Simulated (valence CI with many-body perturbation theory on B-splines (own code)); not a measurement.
Results of a calculation; reference values are marked as such.
Hyperfine factors and g values of Mg4+

Method: valence CI with perturbative core correlation (CI+MBPT): six valence electrons over a frozen Dirac-Fock core [He], radial functions for each j: 9 s, 9 p, 8 d, 6 f, 3 g, 1 h, with the one-electron correlation potential Σ1 (screened to all orders), the two-electron term Σ2, the three-electron term Σ3, Breit, model QED; selected single and double excitations, second order for the rest, scaled by the run's own slope (own B-spline code, finite nucleus).

Set against measurement, 18 paired levels are off by 220 cm⁻¹ on average, the worst by 554. These come from a selection out of NIST levels in Kelleher and Podobedova, J. Phys. Chem. Ref. Data 37, 267 (2008). Levels without a partner in it may be off by more. Among the levels kept, up to 1400 cm⁻¹ of a level comes from second order outside the variational space, and about a tenth of that is noise between levels of different J, which matters for small intervals.

A/g_I is the dipole constant over the nuclear g factor μ/I (μ in nuclear magnetons, uniformly magnetised nucleus), B/Q the quadrupole constant per barn. Both hold the static response of the core; the bare values leave it out. Large factors of s and p1/2 electrons are usually good to 5 to 10 %; those of open d and f shells near neutrality can be off by tens of per cent, and small factors of p3/2, d and f electrons come from cancelling terms and can be off by a factor of two or in sign, in half-filled shells by more. B is blank for J = 1/2, where it vanishes, and for nearly pure S terms. Energies count from the lowest level. Levels with J = 0 are left out.

Letters in brackets count levels of one name in rising energy.

| Level | E (eV) | g | A/g_I (MHz) | A/g_I bare | B/Q (MHz/b) | B/Q bare |
| --- | --- | --- | --- | --- | --- | --- |
| 2s²2p⁴ ³P_2 | 0.00 | 1.500 | 1740 | 2050 | 2750 | 2790 |
| 2s²2p⁴ ³P_1 | 0.22 | 1.501 | -74.1 | 277 | -1370 | -1390 |
| 2s²2p⁴ ¹D_2 | 4.48 | 1.000 | 2990 | 2990 | -5610 | -5690 |
| 2s2p⁵ ³P°_2 | 35.12 | 1.501 | 8370 | 8170 | -2720 | -2750 |
| 2s2p⁵ ³P°_1 | 35.32 | 1.500 | 9970 | 9740 | 1370 | 1380 |
| 2s2p⁵ ¹P°_1 | 49.33 | 1.000 | 3110 | 3090 | -2730 | -2770 |
| 2s²2p³3s ⁵S°_2 | 82.85 | 2.002 | 1370 | 1830 |  |  |
| 2s²2p³3s ³S°_1 | 84.80 | 2.001 | -1210 | -267 |  |  |
| 2s²2p³3s ³D°_3 | 90.18 | 1.334 | 3460 | 3520 | -85.2 | -86.4 |
| 2s²2p³3s ³D°_2 | 90.19 | 1.168 | 2320 | 2370 | 523 | 529 |
| 2s²2p³3s ³D°_1 | 90.19 | 0.501 | 1110 | 1050 | 254 | 257 |
| 2s²2p³3p ⁵P_1 | 90.67 | 2.502 | -243 | 595 | 51.1 | 51.6 |
| 2s²2p³3p ⁵P_2 | 90.68 | 1.834 | 258 | 721 | -507 | -511 |
| 2s²2p³3p ⁵P_3 | 90.71 | 1.668 | 179 | 549 | 509 | 514 |
| 2s²2p³3s ¹D°_2 | 91.16 | 1.001 | 3190 | 3190 | -78.3 | -78.5 |
| 2s²2p³3p ³P_1 [a] | 92.44 | 1.501 | 649 | 1040 | -330 | -334 |
| 2s²2p³3p ³P_2 [a] | 92.44 | 1.501 | 405 | 805 | 678 | 686 |
| 2s²2p³3s ³P°_1 | 93.77 | 1.499 | 4650 | 4720 | -289 | -293 |
| 2s²2p³3s ³P°_2 | 93.78 | 1.498 | 2600 | 2720 | -547 | -554 |
| 2s²2p³3s ¹P°_1 | 94.78 | 0.999 | 3150 | 3150 | 13.0 | 12.5 |
| 2s²2p³3p ¹P_1 | 97.16 | 0.963 | 3280 | 3280 | 2010 | 2040 |
| 2s²2p³3p ³D_2 | 97.45 | 1.164 | 1990 | 2060 | -1070 | -1080 |
| 2s²2p³3p ³D_1 | 97.45 | 0.537 | 3740 | 3560 | -710 | -719 |
| 2s²2p³3p ³D_3 | 97.48 | 1.331 | 2230 | 2360 | -2150 | -2170 |
| 2s²2p³3p ³F_2 | 98.00 | 0.670 | 1960 | 1850 | 548 | 554 |
| 2s²2p³3p ³F_3 | 98.02 | 1.085 | 1760 | 1820 | 636 | 643 |
| 2s²2p³3p ³F_4 | 98.03 | 1.250 | 2020 | 2120 | 404 | 407 |
| 2s²2p³3p ¹F_3 | 98.34 | 1.001 | 2190 | 2180 | 456 | 461 |
| 2s²2p³3p ³P_2 [b] | 100.03 | 1.500 | 2440 | 2650 | 198 | 200 |
| 2s²2p³3p ³P_1 [b] | 100.04 | 1.512 | 682 | 929 | 117 | 118 |
| 2s²2p³3d ⁵D°_4 | 100.53 | 1.501 | 24.1 | 288 | 59.3 | 62.6 |
| 2s²2p³3d ⁵D°_3 | 100.54 | 1.501 | 33.3 | 299 | 15.3 | 16.1 |

Q: Take the isotope of mass number 25, with I = 5/2, μ = -0.85533 μN, leaving out the quadrupole term. What is the hyperfine structure of 2s²2p³3s ⁵S°_2?

A: From the table A = -468 MHz. Shifts from the centre of gravity in MHz: F = 1/2: 3280, F = 3/2: 2570, F = 5/2: 1400, F = 7/2: -234, F = 9/2: -2340.
